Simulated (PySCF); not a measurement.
# How the method changes the constants of SiBi

State: ²Π (doublet), unpaired electrons π ↑. Set-up: PySCF, scalar-relativistic core potentials, basis sets Si def2-TZVPP, Bi def2-TZVPP with ECP60. De refers to Si + Bi in their high-spin ground configurations, without counterpoise correction. The functionals are run spin-unrestricted. A positive dipole means Si(−)Bi(+). Levels whose curve was spin-contaminated or gave no clean fit are not listed.

```csv
Level,Re (Å),ωe (cm⁻¹),De (eV),μ (D),"CPU s a point (SCF and correlation, without the integrals)"
UHF-CCSD,2.455,388,2.05,n/a,n/a
UHF-CCSD(T),2.478,368,2.38,n/a,120
PBE,2.484,366,2.92,0.64,1.9
PW91,2.483,366,2.94,0.59,1.2
r²SCAN,2.463,375,2.54,0.64,2.9
B3LYP,2.472,376,2.69,0.38,3.3
PBE0,2.448,391,2.55,0.55,3.7
B97-3,2.458,387,2.76,0.64,2.4
ωB97X,2.414,422,2.91,0.54,5.1
```

Q: Which functional lies closest to UHF-CCSD(T) in De, which farthest, and by how much do they differ from it?

A: Closest is r²SCAN (-1.5 pm in Re, +1.9 % in ωe, +0.16 eV in De against UHF-CCSD(T) in the same basis), farthest PW91 (+0.5 pm in Re, -0.5 % in ωe, +0.56 eV in De). CCSD(T) converges more slowly with the basis than the functionals do and binds too weakly in this one, so the order can change at the basis-set limit.

Q: What does a quarter of exact exchange do here, going from PBE to PBE0?

A: PBE0 less PBE: -3.6 pm in Re, +6.8 % in ωe, -0.37 eV in De. Exact exchange removes part of the self-interaction that spreads semilocal densities, and in most molecules shortens and stiffens the bond and lowers De; so it does here.

Q: What does the step from GGA to meta-GGA do here, going from PBE to r²SCAN?

A: r²SCAN less PBE: -2.1 pm in Re, +2.5 % in ωe, -0.38 eV in De. 

Correlated steps freeze 9 core orbitals. Spin–orbit coupling is left out, which matters for elements this heavy, above all for dissociation energies. The state was picked by a PBE0 search and need not be the measured ground state.

The whole job (state search and all levels along the bond) took about 24 min on 1 thread of Arm Neoverse V1 (shared host), peak memory 2.9 GiB.
